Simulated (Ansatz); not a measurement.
Relaxation of C₂H₇AlO₂ (12 atoms, charge 0, multiplicity 1), to a largest force component of 0.03 eV/Å in at most 50 steps.

All numbers below come from RKS B3LYP/def2-SVP (Ansatz).

```xyz
12
Properties=species:S:1:pos:R:3:forces:R:3
Al -0.225 1.259 0.481 -0.07 -0.13 -0.13
C 0.770 -0.271 -0.250 0.54 -0.27 0.44
C -0.095 -1.541 -0.406 -0.02 0.03 0.06
O -1.293 1.601 -0.822 0.03 0.04 0.05
H -0.946 0.922 -1.424 -0.56 0.36 -0.39
O -0.276 2.103 1.947 0.04 0.02 0.03
H 1.112 0.066 -1.248 0.02 0.01 0.01
H 1.697 -0.525 0.294 0.01 -0.03 -0.02
H 0.425 -2.340 -0.962 0.01 0.01 -0.01
H -0.370 -1.960 0.577 -0.01 -0.02 -0.01
H -1.042 -1.339 -0.936 0.01 0.00 0.00
H 0.243 2.024 2.750 -0.01 -0.01 -0.03
```

**Question.** Where does it end, and by what steps?

**Answer.** It converged. The force dipped under the threshold on the way, but the program's further checks kept it going. After 30 steps the energy has fallen by 0.390 eV; H5 moved furthest, 1.38 Å.

```csv
step,energy less start (eV),largest force component (eV/Å),accepted
0,0.0000,0.561,yes
2,-0.2363,0.739,yes
4,-0.3425,0.555,yes
6,-0.3710,0.037,yes
8,-0.3740,0.059,yes
10,-0.3750,0.030,yes
12,-0.3767,0.083,yes
14,-0.3787,0.105,yes
16,-0.3814,0.036,yes
18,-0.3836,0.084,yes
20,-0.3860,0.087,yes
22,-0.3862,0.194,no
24,-0.3882,0.042,yes
26,-0.3887,0.040,yes
28,-0.3894,0.039,yes
30,-0.3896,0.018,yes
```

```xyz
12
Properties=species:S:1:pos:R:3
Al -0.285 1.195 0.429
C 0.713 -0.480 0.169
C 0.049 -1.534 -0.734
O -1.771 1.522 -0.341
H -2.236 0.939 -0.945
O 0.244 2.458 1.444
H 1.712 -0.216 -0.228
H 0.920 -0.911 1.167
H 0.667 -2.443 -0.841
H -0.928 -1.857 -0.337
H -0.130 -1.149 -1.752
H 1.047 2.477 1.969
```

Run time: 45 s on 2 threads of Intel(R) Xeon(R) 6975P-C (Granite Rapids), on a shared host, peak memory 0.25 GiB.
